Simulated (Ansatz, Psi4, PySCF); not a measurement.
H₄AlO₄ (SMILES [OH][Al-]([OH])([OH])[OH]), charge -1, singlet, at a GFN2-xTB geometry (such geometries of metal compounds can be far from the true shape). Base run: PySCF with MP2/6-31G*.

PySCF was given this input:
```python
from pyscf import gto, scf, mp

mol = gto.Mole()
mol.atom = '''
    Al   -0.00000000   -0.00000000   -0.00000000
    O     1.60013122   -0.41861514   -0.56945509
    H     1.76427401   -0.41833359   -1.50225942
    O     0.11470341    0.26263230    1.72563179
    H     0.83851758    0.77410115    2.05963706
    O    -0.51994549    1.40745130   -0.89926369
    H    -1.43029173    1.66471842   -0.85289347
    O    -1.19488915   -1.25146846   -0.25691301
    H    -1.17249985   -2.02048599    0.29551583
'''
mol.basis = '6-31g*'
mol.charge = -1
mol.verbose = 4
mol.build()

mf = scf.RHF(mol)
mf.kernel()

pt = mp.MP2(mf)
pt.kernel()
print('E(MP2) = %.10f' % pt.e_tot)
```

The same geometry, method and basis name were run in Ansatz (a quantum-chemistry and plane-wave program) and Psi4 and PySCF, at each program's defaults and at the settings that a row names. The base is PySCF at its defaults. Differences at the defaults can come from grids, fitting, cores and function types together.

```csv
code and settings,ΔE vs base (mEh),basis functions,E (Eh),SCF cycles
"PySCF, defaults (exact integrals, spherical functions, all electrons correlated)",0.000,82,-544.69631,9
"Psi4, defaults (density fitting with its default set, Cartesian functions, all electrons correlated)",-19.709,87,-544.71602,11
"Ansatz, defaults (factorised integrals, Cartesian functions, frozen core)",3.342,87,-544.69297,-
"PySCF, frozen core",15.695,82,-544.68062,9
"Psi4, exact integrals, spherical functions, frozen core",15.695,82,-544.68062,11
"Ansatz, high accuracy, frozen core, Cartesian functions as the basis file defines them",3.331,87,-544.69298,-
```
